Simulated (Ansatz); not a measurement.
Gas-phase electronic energies from Ansatz, PBE0-D4/def2-TZVP geometries. CCSD(T)/CBS is the MP2 limit (def2-TZVPP, def2-QZVPP) plus CCSD(T) − MP2 in def2-TZVPP, frozen cores. Functionals use def2-TZVPP. For Ge, Se outer-core shells are correlated without core-valence functions, which leaves a few kJ/mol of doubt a bond. Scalar relativity is left out up to krypton. One conformer a species, not always the lowest.

Reaction (redistribution): `[CH3][GeH]([OH])[BH]O` + `O[SiH](F)[SeH]` → `[CH3][GeH]([OH])[SeH]` + `OB[SiH](O)F`

| level | ΔE (eV) |
| --- | --- |
| PBE-D4 | 0.04 |
| SCS-MP2/def2-QZVPP | 0.04 |

(1) What does CCSD(T)/CBS give? (Best estimate.)

Largest T1 diagnostic among the species: 0.013.

Answers

(1) The calculation gave: +0.07 eV. The listed levels differ from it by -0.03, -0.03 eV.

In def2-TZVPP, CCSD(T) changes the Hartree–Fock value by +0.10 eV (the triples alone add +0.01 eV) and MP2 by +0.12 eV.
